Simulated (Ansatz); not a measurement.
ClFH4N2Si, SMILES `N[Si](N)(F)Cl` at its PBE0-D4/def2-TZVP geometry, where that method's forces vanish. Charge 0, multiplicity 1.

```xyz
9

N     0.7890   -0.7170    1.0058
Si   -0.0596    0.4621    0.1459
N    -0.8126   -0.2425   -1.1854
F    -1.0178    1.1308    1.2283
Cl    1.0257    2.0338   -0.6077
H     1.4561   -1.3077    0.5383
H     1.0239   -0.5711    1.9736
H    -1.3661   -1.0774   -1.0907
H    -1.0385    0.2890   -2.0082
```

Q: What forces (eV/Å) does B3LYP-D4/def2-TZVPP give on these atoms in the Gaussian-basis code of Ansatz? (Estimate.)

A: Ansatz gave: 
```
N1   0.066 -0.058  0.045
Si2  0.014 -0.093 -0.031
N3  -0.063 -0.040 -0.068
F4  -0.147  0.087  0.147
Cl5  0.132  0.177 -0.080
H6   0.009 -0.018  0.026
H7   0.015 -0.027  0.005
H8  -0.010 -0.003 -0.030
H9  -0.016 -0.024 -0.014
```

B3LYP here is the variant with VWN-RPA as its local correlation; programs differ in this.
